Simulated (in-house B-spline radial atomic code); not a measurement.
Whole-atom quantities along the 66-electron series, configuration [Xe] 4f12. Computed with a radial B-spline atomic code at the basis-set limit: non-relativistic Hartree-Fock, average of the configuration, point nuclei.

This level leaves out relativity, spin-orbit splitting included, which matters for heavy ions.

| ion | Z | E/Z² (Eh) | Σ<r²> (bohr²) | n(0)/Z³ (bohr⁻³) | Lamb diamagnetic shielding (ppm) | repulsion over attraction |
| --- | --- | --- | --- | --- | --- | --- |
| Er2+ | 68 | -2.7028 | 37.51 | 0.71336 | 7755.51 | 0.15871 |
| Tm3+ | 69 | -2.7176 | 33.56 | 0.71379 | 7904.72 | 0.15784 |
| Yb4+ | 70 | -2.7323 | 30.408 | 0.71422 | 8053.35 | 0.15689 |
| Lu5+ | 71 | -2.7467 | 27.805 | 0.71465 | 8201.54 | 0.15587 |
